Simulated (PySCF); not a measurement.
# Excitation energy of Si(2+) by level of theory

Si(2+) [Ne] 3s2 (1S) → Si(2+) [Ne] 3p2 (3P), as a difference of total energies. All numbers are calculated (PySCF 2.14, no relativity, point nucleus, in def2-TZVPPD (6s5p4d1f, 48 functions)). Correlated levels: valence: [Ne] frozen; valence and next inner shell: 1s2 frozen. The calculations carry no spin-orbit coupling.

| method | excitation energy (cm⁻¹) |
| --- | --- |
| UHF | 120260 |
| LDA | 117370 |
| PBE | 115840 |
| PBE0 | 118020 |
| r2SCAN | 113670 |
| M06-2X | 123810 |
| M06-L | 118220 |
| B3LYP | 119970 |
| MP2 (valence) | 125760 |
| SCS-MP2 (valence) | 128160 |
| MP2 (valence and next inner shell) | 127250 |
| SCS-MP2 (valence and next inner shell) | 129320 |

A first-order spin-orbit estimate (lowest level to lowest level, LS coupling) adds -0.027 eV.
